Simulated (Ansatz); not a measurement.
**Nudged elastic band run: BrClF$_{4}$H$_{2}$OW**

Input file:

```yaml
crystal:
  periodic: [false, false, false]
  atoms:
    - { symbol: W, position_ang: [-0.267196, -0.150572, -0.214123] }
    - { symbol: Cl, position_ang: [-0.261359, 0.524019, 2.065002] }
    - { symbol: O, position_ang: [1.532688, 0.224552, -0.241303] }
    - { symbol: H, position_ang: [2.336517, 0.553611, 0.252723] }
    - { symbol: F, position_ang: [-0.725964, 1.573695, -0.78145] }
    - { symbol: F, position_ang: [-2.093196, -0.449184, 0.079018] }
    - { symbol: F, position_ang: [0.018171, -1.939979, 0.25616] }
    - { symbol: F, position_ang: [-0.376563, -0.700136, -1.995575] }
    - { symbol: Br, position_ang: [3.278457, 1.347127, 2.130929] }
    - { symbol: H, position_ang: [1.871846, 1.134165, 2.475119] }
basis:
  gaussian: { orbitals: def2-SVP }
hamiltonian:
  xc: pbe
neb:
  order_check: false
  images: 5
  f_tol: 0.05
  max_iterations: 60
  final_atoms:
    - { symbol: W, position_ang: [-0.27982952, -0.13514127, -0.21307759] }
    - { symbol: Cl, position_ang: [3.26120481, 1.21833193, 1.97746057] }
    - { symbol: O, position_ang: [1.51745579, 0.22677692, -0.23409419] }
    - { symbol: H, position_ang: [2.32328166, 0.53616837, 0.27962384] }
    - { symbol: F, position_ang: [-0.73095597, 1.57873635, -0.81918915] }
    - { symbol: F, position_ang: [-2.10138779, -0.40823097, 0.13192711] }
    - { symbol: F, position_ang: [-0.00511417, -1.92282699, 0.27492898] }
    - { symbol: F, position_ang: [-0.41763907, -0.71568201, -1.98477384] }
    - { symbol: Br, position_ang: [-0.25427027, 0.62848848, 2.21871897] }
    - { symbol: H, position_ang: [2.00065552, 1.1106772, 2.3949753] }
  initial_path:
    images:
      - { positions_ang: [[-0.267196, -0.150572, -0.214123], [-0.261359, 0.524019, 2.065002], [1.532688, 0.224552, -0.241303], [2.336517, 0.553611, 0.252723], [-0.725964, 1.573695, -0.78145], [-2.093196, -0.449184, 0.079018], [0.018171, -1.939979, 0.25616], [-0.376563, -0.700136, -1.995575], [3.278457, 1.347127, 2.130929], [1.871846, 1.134165, 2.475119]] }
      - { positions_ang: [[-0.1765923, -0.11566024, -0.1356798], [-0.16139081, 0.38865885, 2.29536706], [1.66935348, 0.16160567, -0.16344253], [2.33100894, 0.06885755, 0.17645977], [-0.50886109, 1.64886914, -0.55039951], [-2.00997861, -0.34065708, 0.06894293], [0.04007582, -1.92361629, 0.21434391], [-0.25714006, -0.51889564, -1.9388312], [2.79092321, 1.58044739, 1.68065072], [1.59600241, 1.16768865, 2.37908865]] }
      - { positions_ang: [[-0.0859886, -0.08074849, -0.0572366], [-0.06142261, 0.25329869, 2.52573211], [1.80601896, 0.09865934, -0.08558206], [2.32550089, -0.4158959, 0.10019655], [-0.29175818, 1.72404328, -0.31934902], [-1.92676121, -0.23213015, 0.05886785], [0.06198064, -1.90725359, 0.17252783], [-0.13771712, -0.33765528, -1.88208739], [2.30338942, 1.81376778, 1.23037244], [1.32015882, 1.20121231, 2.2830583]] }
      - { positions_ang: [[0.00461509, -0.04583673, 0.02120661], [0.03854558, 0.11793854, 2.75609717], [1.94268444, 0.03571301, -0.0077216], [2.31999283, -0.90064934, 0.02393332], [-0.07465527, 1.79921743, -0.08829853], [-1.84354382, -0.12360323, 0.04879278], [0.08388546, -1.89089088, 0.13071174], [-0.01829418, -0.15641492, -1.82534359], [1.81585564, 2.04708817, 0.78009415], [1.04431522, 1.23473596, 2.18702794]] }
      - { positions_ang: [[-0.09019978, -0.07560491, -0.05688813], [1.11276532, 0.48473634, 2.49655164], [1.80094156, 0.09940098, -0.08317913], [2.32108911, -0.42171011, 0.10916349], [-0.29342217, 1.72572373, -0.33192874], [-1.92949181, -0.21847915, 0.07650422], [0.05421892, -1.90153625, 0.17878415], [-0.15140914, -0.34283728, -1.87848701], [1.12581367, 1.57422161, 1.25963576], [1.36309532, 1.19338304, 2.25634373]] }
      - { positions_ang: [[-0.18501465, -0.10537309, -0.13498286], [2.18698507, 0.85153413, 2.2370061], [1.65919868, 0.16308895, -0.15863666], [2.32218539, 0.05722913, 0.19439366], [-0.51218907, 1.65223004, -0.57555894], [-2.0154398, -0.31335506, 0.10421567], [0.02455238, -1.91218162, 0.22685657], [-0.28452411, -0.52925965, -1.93163042], [0.4357717, 1.10135505, 1.73917737], [1.68187542, 1.15203012, 2.32565951]] }
      - { positions_ang: [[-0.27982952, -0.13514127, -0.21307759], [3.26120481, 1.21833193, 1.97746057], [1.51745579, 0.22677692, -0.23409419], [2.32328166, 0.53616837, 0.27962384], [-0.73095597, 1.57873635, -0.81918915], [-2.10138779, -0.40823097, 0.13192711], [-0.00511417, -1.92282699, 0.27492898], [-0.41763907, -0.71568201, -1.98477384], [-0.25427027, 0.62848848, 2.21871897], [2.00065552, 1.1106772, 2.3949753]] }
```

Command:

```bash
$ ansatz run input.yaml --threads 4 --pin off --max-ram 5120MiB --backend cpu --events-out ev --progress --plain --runs-dir out
```

Output, in part (warnings, iteration lines, the closing report on the highest movable image, with atoms numbered from 0):

```
NEB end point (image 0): max|allowed force component| = 1.422e-2 eV/Å (the criterion of neb.relax_end_points is 1.000e-2)
NEB end point (image 6): max|allowed force component| = 2.311e-2 eV/Å (the criterion of neb.relax_end_points is 1.000e-2)
NEB iter   1: max|band force component| = 1.901e2 eV/Å  barrier→ = 53.5776 eV  barrier← = 53.5327 eV  Δτ_max = 0.1981 Å  (739 SCF iters)
NEB iter   2: max|band force component| = 5.859e1 eV/Å  barrier→ = 25.5168 eV  barrier← = 25.4719 eV  Δτ_max = 0.2000 Å  (255 SCF iters)
NEB iter   3: max|band force component| = 3.768e1 eV/Å  barrier→ = 12.7036 eV  barrier← = 12.6587 eV  Δτ_max = 0.1992 Å  (223 SCF iters)
NEB iter   4: max|band force component| = 1.925e1 eV/Å  barrier→ = 6.0626 eV  barrier← = 6.0177 eV  Δτ_max = 0.1993 Å  (214 SCF iters)
NEB iter   5: max|band force component| = 9.067e0 eV/Å  barrier→ = 3.1893 eV  barrier← = 3.1444 eV  Δτ_max = 0.1966 Å  (207 SCF iters)
NEB iter   6: max|band force component| = 3.846e0 eV/Å  barrier→ = 2.0219 eV  barrier← = 1.9770 eV  Δτ_max = 0.2000 Å  (200 SCF iters)
NEB iter   7: max|band force component| = 1.486e0 eV/Å  barrier→ = 1.3568 eV  barrier← = 1.3119 eV  Δτ_max = 0.2000 Å  (194 SCF iters)
NEB iter   8: max|band force component| = 1.292e0 eV/Å  barrier→ = 1.2442 eV  barrier← = 1.1993 eV  Δτ_max = 0.1037 Å  (189 SCF iters)
NEB iter   9: max|band force component| = 7.743e-1 eV/Å  barrier→ = 1.1767 eV  barrier← = 1.1318 eV  Δτ_max = 0.2000 Å  (183 SCF iters)
NEB iter  10: max|band force component| = 6.272e-1 eV/Å  barrier→ = 1.0983 eV  barrier← = 1.0534 eV  Δτ_max = 0.2000 Å  (184 SCF iters)
NEB iter  11: max|band force component| = 1.458e0 eV/Å  barrier→ = 1.0485 eV  barrier← = 1.0036 eV  Δτ_max = 0.1001 Å  (185 SCF iters)
NEB iter  12: max|band force component| = 4.829e-1 eV/Å  barrier→ = 1.0214 eV  barrier← = 0.9765 eV  CI = image 3  Δτ_max = 0.1966 Å  (178 SCF iters)
NEB iter  13: max|band force component| = 4.599e-1 eV/Å  barrier→ = 0.9877 eV  barrier← = 0.9428 eV  CI = image 3  Δτ_max = 0.2000 Å  (179 SCF iters)
NEB iter  14: max|band force component| = 1.657e0 eV/Å  barrier→ = 0.9738 eV  barrier← = 0.9289 eV  CI = image 3  Δτ_max = 0.1013 Å  (177 SCF iters)
NEB iter  15: max|band force component| = 4.740e-1 eV/Å  barrier→ = 0.9637 eV  barrier← = 0.9188 eV  CI = image 3  Δτ_max = 0.0921 Å  (170 SCF iters)
NEB iter  16: max|band force component| = 1.681e-1 eV/Å  barrier→ = 0.9588 eV  barrier← = 0.9139 eV  CI = image 3  Δτ_max = 0.1505 Å  (167 SCF iters)
NEB iter  17: max|band force component| = 2.868e-1 eV/Å  barrier→ = 0.9566 eV  barrier← = 0.9117 eV  CI = image 3  Δτ_max = 0.0763 Å  (170 SCF iters)
NEB iter  18: max|band force component| = 5.132e-2 eV/Å  barrier→ = 0.9550 eV  barrier← = 0.9101 eV  CI = image 3  Δτ_max = 0.0460 Å  (165 SCF iters)
NEB iter  19: max|band force component| = 9.903e-2 eV/Å  barrier→ = 0.9543 eV  barrier← = 0.9094 eV  CI = image 3  Δτ_max = 0.0230 Å  (162 SCF iters)
NEB iter  20: max|band force component| = 6.984e-2 eV/Å  barrier→ = 0.9538 eV  barrier← = 0.9089 eV  CI = image 3  Δτ_max = 0.0230 Å  (164 SCF iters)
NEB iter  21: max|band force component| = 3.500e-2 eV/Å  barrier→ = 0.9537 eV  barrier← = 0.9088 eV  CI = image 3  Δτ_max = 0.0230 Å  (311 SCF iters)
NEB iter  22: max|band force component| = 5.519e-2 eV/Å  barrier→ = 0.9540 eV  barrier← = 0.9091 eV  CI = image 3  Δτ_max = 0.0296 Å  (32 SCF iters)
NEB iter  23: max|band force component| = 4.206e-2 eV/Å  barrier→ = 0.9544 eV  barrier← = 0.9095 eV  CI = image 3  Δτ_max = 0.0000 Å  (350 SCF iters)
Total energy: -97299.75601208 eV, -3575.7000813006 hartree
Atom 0 at     0.088585    -0.002075    -0.152852 Å, force    -0.007349     0.005614     0.047031 eV/Å
Atom 1 at     0.643408    -0.664739     2.337619 Å, force    -0.007469    -0.009682    -0.012807 eV/Å
Atom 2 at     1.927298    -0.269382    -0.232936 Å, force     0.039118     0.001073     0.014600 eV/Å
Atom 3 at     2.582418    -0.066372     0.467160 Å, force    -0.017578    -0.002888    -0.014134 eV/Å
Atom 4 at    -0.078597     1.557636    -1.171252 Å, force     0.003615     0.024749    -0.004482 eV/Å
Atom 5 at    -1.396565     0.690495     0.736965 Å, force    -0.018723    -0.009983     0.001810 eV/Å
Atom 6 at    -0.736170    -1.656390     0.135067 Å, force     0.002722    -0.016040     0.003007 eV/Å
Atom 7 at     0.000959    -0.707257    -1.885587 Å, force    -0.002152     0.000433    -0.009878 eV/Å
Atom 8 at     1.233039     2.288271     1.452149 Å, force     0.017889    -0.016396    -0.008945 eV/Å
Atom 9 at     1.049027     0.947111     2.340166 Å, force    -0.010072     0.023121    -0.016203 eV/Å
Dipole moment:     0.512117     0.035292     0.172970 e Å
```

The forces met the threshold. The band force fell under the threshold earlier too, but the program's further tests of the path sent the band on. A vibrational analysis at the climbing image gives one clearly imaginary mode, 101i cm⁻¹: a first-order saddle point. The orbitals stay closed-shell, which can raise the energy where a bond breaks towards radicals; this wasn't checked here.

Final band (atoms are numbered from 1 in the order of the input):

```csv
image,path coordinate (Å),energy (eV),W1–Cl2 (Å),Br9–H10 (Å),W1–Br9 (Å)
0,0.00,0.00,2.38,1.46,4.51
1,1.48,0.06,2.37,1.46,4.30
2,2.96,0.50,2.40,1.46,3.95
3,4.44,0.95,2.64,1.62,3.02
4,6.00,0.63,3.73,2.21,2.61
5,7.55,0.12,4.14,2.34,2.54
6,9.11,0.04,4.38,2.31,2.55
```

The run took 5.5 min on 4 threads of Arm Neoverse V2, with other jobs on the host, peak memory 0.29 GiB.
